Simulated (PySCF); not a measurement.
Pb(OH)(SH) (H2OPbS), SMILES [Pb]([OH])[SH] (connectivity only; charge and spin as stated), neutral, multiplicity 1. Atoms are numbered in the order given.

```xyz
5

Pb    -0.2461     0.3515     0.0000
O      1.7686     0.9905     0.0000
H      2.3929     0.2432     0.0000
S      0.2913    -2.1558     0.0000
H     -1.0183    -2.5022     0.0000
```
Charge 0, spin multiplicity 1.

Geometry optimised at PBE-D3(BJ)/def2-TZVP. The def2 effective core potentials stand for the cores of Pb; spin–orbit coupling is left out. One conformer was computed; it need not be the lowest.

Level of theory: PySCF with B3LYP/def2-TZVPD.

Mulliken values depend strongly on the basis, most of all with diffuse functions as here. ESP charges are fitted to the potential on shells at 1.4 to 2.0 van der Waals radii. Atomic charges (e):

```
atom  Mulliken  ESP fit
----  --------  -------
Pb1       0.86        …
O2       -0.74        …
H3        0.29     0.39
S4       -0.55        …
H5        0.14     0.13
```

Question: Some entries are withheld; supply them. (Estimate from the structure and the level; the computed values follow.)

Answer: 
- Pb1, ESP fit: 0.54
- O2, ESP fit: -0.67
- S4, ESP fit: -0.39
